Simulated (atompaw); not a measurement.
## Before and after: PAW (atompaw) potential for Au

```json
{
  "Element": "Au",
  "Generator": "atompaw 4.2.0.5",
  "Type": "PAW",
  "Functional": "LDA (PW92)",
  "Relativity": "scalar-relativistic",
  "Frozen core": "[Kr] 4d10 4f14",
  "Valence charge": "19",
  "Reference configuration": "5s2 5p6 5d10 6s0 6p1",
  "Partial waves": "5s (bound); 6s (bound, empty); 5p (bound); 6p (bound); 5d (bound); 5d channel at 2 Ry",
  "Local potential": "troulliermartins scheme with l = 3 at 0 Ry, radius 1.80 bohr",
  "Core correction": "smooth core density matched at 1.15 bohr",
  "Augmentation charge": "sinc compensation charge, radius 1.80 bohr; PAW radius 2.10 bohr; waves and projectors: bloechl"
}
```

All-electron outer shells of the reference configuration (LDA (PW92), scalar-relativistic, ld1.x):

```
shell  level (eV)  outermost node (bohr)  outermost maximum (bohr)
   4d     -327.99                   0.20                      0.41
   5s     -110.92                   0.48                      0.84
   4f      -83.71                      –                      0.37
   5p      -62.23                   0.52                      0.96
   5d       -9.19                   0.56                      1.21
   6s       -7.65                   1.11                      2.27
   6p       -2.01                   1.32                      3.34
```

Change: wave 5d channel at 2 Ry becomes 5d channel at -0.38 Ry.

Cutoffs: the cutoffs (Ry, on a coarse ladder) from which the occupation-weighted sum of valence levels, in a spherical-Bessel basis at the reference potential, stays within 10 and 1 mRy of its value at 400 Ry; they do not see the model core or the augmentation charge, which bear on the density cutoff.

Question: What does the change do?

Answer: The potential gets neither clearly harder nor softer (70 Ry and 100 Ry → 70 Ry and 90 Ry); the p channel sets the loose cutoff, while the largest relative change is in d, which becomes softer; the range in which the d phases agree narrows (upper end at the end of the scan → 0.8); neither file shows a bound ghost.

| quantity | base | changed |
| --- | --- | --- |
| cutoff, loose | 70 Ry | 70 Ry |
| cutoff, tight | 100 Ry | 90 Ry |
| loose cutoff by channel (10 mRy a level) | s 35 Ry, p 40 Ry, d 45 Ry | s 35 Ry, p 40 Ry, d 35 Ry |
| bound ghosts | none | none |
| s: phases at 2.10 bohr within 0.05 rad from the reference energy up to (Ry; the scan ends near 5) | 4.4 | 4.4 |
| p: phases at 2.10 bohr within 0.05 rad from the reference energy up to (Ry; the scan ends near 5) | to the end of the scan | to the end of the scan |
| d: phases at 2.10 bohr within 0.05 rad from the reference energy up to (Ry; the scan ends near 5) | to the end of the scan | 0.8 |
| lowest overlap eigenvalue by channel | s 0.36, p 0.62, d 0.81 | s 0.36, p 0.62, d 0.00 |

 The cutoffs see the waves, projectors and local potential, not the compensation charge or the core.
